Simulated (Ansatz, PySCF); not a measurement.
The pair A = C2H6Zn (SMILES [CH3][Zn][CH3]) (first 9 atoms), B = H2O (SMILES O); geometry from GFN2-xTB.
(charge 0, multiplicity 1):
```xyz
12

C     -0.062     2.082    -0.208
Zn    -0.004     0.060     0.107
C      0.091    -1.982    -0.023
H      0.799     2.575     0.238
H     -0.946     2.529     0.240
H     -0.070     2.356    -1.259
H     -0.706    -2.456     0.547
H      1.030    -2.360     0.375
H      0.011    -2.353    -1.041
O     -0.066     0.156     2.445
H     -0.101     0.947     2.988
H     -0.056    -0.609     3.025
```

Cores are frozen in the correlated methods. CBS(a, b) extrapolates the correlation energy as X⁻³ and adds the Hartree–Fock energy of set b. MP2 and its Hartree–Fock in def2-TZVPPD are density fitted.

Programs: Ansatz (a program for electronic structure) with Gaussian orbitals; PySCF for the dispersion terms. Each number belongs to the level named beside it.

The monomers are drawn apart, rigid, along the line of their centres of mass. Counterpoise-corrected interaction energies (kcal/mol):

```csv
level,R = 3.413 Å,R = 4.350 Å
PBE/def2-TZVPPD,-2.5914,-1.0062
PBE-D3(BJ)/def2-TZVPPD,-3.2079,-1.2481
wB97M-V/def2-TZVPPD,-3.5136,-1.3435
"MP2/CBS(def2-SVPD, def2-TZVPPD) + ΔCCSD(T)/def2-SVPD",-3.3609,-1.3250
```

Task: R is the distance of the centres of mass. Find the local exponent m of E ∝ R⁻ᵐ between the two points.

Result: 
m = ln(E₁/E₂)/ln(R₂/R₁): PBE/def2-TZVPPD 3.9; PBE-D3(BJ)/def2-TZVPPD 3.9; wB97M-V/def2-TZVPPD 4.0; MP2/CBS(def2-SVPD, def2-TZVPPD) + ΔCCSD(T)/def2-SVPD 3.8. For scale, two fixed dipoles give m = 3, dipole and quadrupole 4, quadrupoles 5, and dispersion or dipole-induced dipole 6 at long range; at these distances several terms mix, and what is left of overlap and damping shifts m, so it need not match one of them.
